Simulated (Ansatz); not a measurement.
`B[Se][SiH2][SiH3]` + SiH₄ → `[SiH3][SiH2][SiH3]` + `B[SeH]` at 600 K and 1 bar (formal exchange of groups at the Si–Se bond).

Computed with Ansatz on PBE0-D4/def2-TZVP structures; ΔE is electronic, products minus reactants. CCSD(T)/CBS adds triple-zeta CCSD(T) − MP2 to the extrapolated MP2 energy (def2 sets, frozen cores). This one scheme is used for every species. For Se outer-core shells are correlated without core-valence functions, which leaves a few kJ/mol of doubt a bond. Scalar relativity is left out up to krypton. One conformer a species, not always the lowest.

```
             species  CCSD(T)/CBS energy (Eh)  H − E (kJ/mol)  S (J/(mol·K))
 `B[Se][SiH2][SiH3]`              -3007.88916           238.7          485.3
                SiH₄               -291.46306           108.7          242.3
`[SiH3][SiH2][SiH3]`               -872.02658           240.8          449.3
            `B[SeH]`              -2427.30556           106.0          301.0
```

H − E and S are ideal-gas, rigid-rotor, harmonic terms from PBE0-D4/def2-TZVP, for one conformer and one mirror image of each species. 1 Eh = 2625.50 kJ/mol, R = 8.31446 J/(mol·K).

Question: By hand: ΔE, ΔH, ΔS and ΔG.

Answer: ΔE = (-872.02658) + (-2427.30556) − (-3007.88916) − (-291.46306) = 0.02008 Eh = 52.7 kJ/mol. Δ(H − E) = 240.8 + 106.0 − 238.7 − 108.7 = -0.6, so ΔH = 52.1 kJ/mol. ΔS = 449.3 + 301.0 − 485.3 − 242.3 = 22.7 J/(mol·K). ΔG = 52.1 − 600 × (22.7)/1000 = 38.5 kJ/mol.

Question: By hand: the equilibrium constant, and the temperature at which ΔG would vanish if ΔH and ΔS stayed fixed.

Answer: log₁₀ K = −ΔG/(RT ln 10) = -3.4. ΔG = 0 at ΔH/ΔS = 2295 K.

ΔH outweighs TΔS. A doubt of 5 kJ/mol in ΔE shifts log₁₀ K by 0.4 here. Other conformers and mirror images would add mixing entropy, several J/(mol·K) or more a flexible species. Modes under 60 cm⁻¹, often nearly free rotors, make the harmonic entropy too high. These are equilibria of isolated gas molecules and say nothing of rates. Largest T1 diagnostic: 0.014 (customary marks: 0.02 for closed shells, 0.045 for open ones).
